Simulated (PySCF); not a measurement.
C7H7, SMILES [CH2]c1ccccc1, multiplicity 2. Geometry: PBE-D3(BJ)/def2-SVP.

Computed equilibrium geometry at PBE-D3(BJ)/def2-SVP (PySCF confirms it by a frequency run) as Cartesian coordinates in Å, and its point group:
point group C2v.
```xyz
14

C      0.0000     0.0000     2.4133
C      0.0000     0.0000     1.0018
C      0.0000    -1.2246     0.2538
C      0.0000    -1.2184    -1.1396
C      0.0000     0.0000    -1.8495
C      0.0000     1.2184    -1.1396
C      0.0000     1.2246     0.2538
H      0.0000    -0.9434     2.9788
H      0.0000     0.9434     2.9788
H      0.0000    -2.1792     0.8031
H      0.0000    -2.1721    -1.6896
H      0.0000     0.0000    -2.9497
H      0.0000     2.1721    -1.6896
H      0.0000     2.1792     0.8031
```
Charge 0, spin multiplicity 2.
